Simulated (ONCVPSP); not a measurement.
## Configuration tests for Ti (Z = 22) (ONCV)

| Item | Value |
| --- | --- |
| Element | Ti |
| Generator | ONCVPSP 4.0.1 |
| Type | optimised norm-conserving Vanderbilt (ONCV) |
| Functional | PW91 |
| Relativity | scalar-relativistic |
| Frozen core | [Ne] |
| Valence charge | 12 |
| Reference configuration | 3s2 3p6 3d2 4s1.75 (charge +0.25) |
| Partial waves | 3s+4s: rc 1.75 bohr, ncon 5, nbas 8, qcut 5.2 1/bohr, 2 projectors; 3p: rc 1.00 bohr, ncon 4, nbas 8, qcut 8.4 1/bohr, 1 projector; 3d: rc 1.70 bohr, ncon 3, nbas 7, qcut 9.7 1/bohr, 2 projectors, debl 2.2 Ha |
| Local potential | polynomial inside 1.00 bohr (lpopt 5, dvloc0 1 Ha) |
| Core correction | none |

Energies are relative to the spin-unpolarised reference configuration 3s2 3p6 3d2 4s1.75; without spin polarisation the order of configurations can differ from experiment.

(1) Give the all-electron excitation energy and the error of the potential for: 3s2 3p6 3d2 4s2; 3s2 3p6 3d2 4s1; 3s2 3p6 3d2 4s0; 3s2 3p6 3d2.5 4s1.5.

Levels in the configuration 3s2 3p6 3d2 4s2:

| level | all-electron (eV) | pseudo (eV) |
| --- | --- | --- |
| 3s | -62.641 | -62.639 |
| 3p | -38.903 | -38.903 |
| 3d | -4.321 | -4.320 |
| 4s | -4.508 | -4.508 |

Answers

(1)

```tsv
valence configuration	charge	ΔE all-electron (eV)	error AE − PS (meV)
3s2 3p6 3d2 4s2	0	-1.301	+0.1
3s2 3p6 3d2 4s1	+1	6.092	-0.2
3s2 3p6 3d2 4s0	+2	19.684	-0.5
3s2 3p6 3d2.5 4s1.5	0	-0.958	+2.6
```
